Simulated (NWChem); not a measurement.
# SrH₂SO; SMILES [OH][Sr][SH]

```xyz
5

Sr    -0.3264     0.4485     0.0000
O      0.7527     2.2886     0.0000
H      1.3585     3.0308     0.0000
S      0.2162    -2.2641     0.0000
H      1.5643    -2.1591     0.0000
```
Atoms are numbered in this order, from 1.

Coordinates come from a PBE0/def2-SVP optimisation. def2 effective core potentials on Sr; no spin-orbit coupling.

Symmetry labels are those of Cs in the frame above (b1 and b2, or b-type labels, depend on it).

Question: List the 6 lowest vertical singlet excitations from BHandHLYP/def2-SVP with def2 effective core potentials on Sr, TDA (NWChem).

Answer: 
```csv
state,energy (eV),oscillator strength,symmetry,leading excitation (squared amplitude)
S1,3.40,0.036,a",HOMO → LUMO (0.97)
S2,3.85,0.033,a',HOMO−1 → LUMO (0.95)
S3,5.02,0.019,a",HOMO → LUMO+2 (0.75)
S4,5.06,0.012,a',HOMO → LUMO+1 (0.95)
S5,5.16,0.007,a",HOMO−3 → LUMO (0.88)
S6,5.17,0.036,a',HOMO−2 → LUMO (0.93)
```
